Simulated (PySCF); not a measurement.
The vertical singlet excitations below were computed for one of the candidates. Theory: PySCF, TDDFT CAM-B3LYP/def2-SVPD, vertical, gas phase, core orbitals frozen in the response. Geometries: PBE0-D3(BJ)/def2-SVP, one conformer each.

```json
{"state": "S1", "λ (nm)": "285.5", "f": "0.0029"}
{"state": "S2", "λ (nm)": "277.4", "f": "0.336"}
{"state": "S3", "λ (nm)": "227.7", "f": "0.0015"}
{"state": "S4", "λ (nm)": "218.3", "f": "0.0002"}
{"state": "S5", "λ (nm)": "212.2", "f": "0.225"}
{"state": "S6", "λ (nm)": "207.0", "f": "0.0000"}
```

Problem. Which candidate is it? All have the formula C9H6N2.
A. `N#CCC1=C[C@H]2[C@@H]3[C@H]2[C@]13C#N`
B. `c1(C#N)ccc(cc1C)C#N`
C. `N#Cc1ccn2ccccc12`
D. `C=CCC#C/C(C#N)=C\C#N`
E. `N#Cc1cc2ccccn2c1`

Solution. D. Its S1 lies at 4.34 eV; the nearest of the others has S1 at 4.01 eV. S1 is HOMO-2→LUMO (70%), HOMO-1→LUMO (24%). Löwdin shares by element: HOMO carbon 68% or more (atoms not listed hold the other 32%); LUMO carbon 53% or more, nitrogen 11% or more (atoms not listed hold the other 35%). At the same level the other candidates give, for their lowest levels:
- `N#CCC1=C[C@H]2[C@@H]3[C@H]2[C@]13C#N`: 216 nm (f 0.060); 187 nm (f 0.040); 186 nm (f 0.000); 182 nm (f 0.000); 180 nm (f 0.012); HOMO -8.61, LUMO 0.38 eV
- `Cc1cc(C#N)ccc1C#N`: 256 nm (f 0.057); 238 nm (f 0.379); 197 nm (f 0.000); 193 nm (f 0.000); 192 nm (f 0.436); HOMO -9.29, LUMO -1.65 eV
- `N#Cc1cc2ccccn2c1`: 311 nm (f 0.055); 259 nm (f 0.010); 219 nm (f 0.469); 216 nm (f 0.000); 205 nm (f 0.330); HOMO -7.35, LUMO -0.52 eV
- `N#Cc1ccn2ccccc12`: 309 nm (f 0.102); 260 nm (f 0.097); 220 nm (f 0.293); 217 nm (f 0.000); 206 nm (f 0.000); HOMO -7.28, LUMO -0.52 eV

The values belong to the conformer `[CH2:1]=[CH:2][CH2:3][C:4]#[C:5]/[C:6]([C:7]#[N:8])=[CH:9]\[C:10]#[N:11]`: C1–C2–C3–C4 123°.
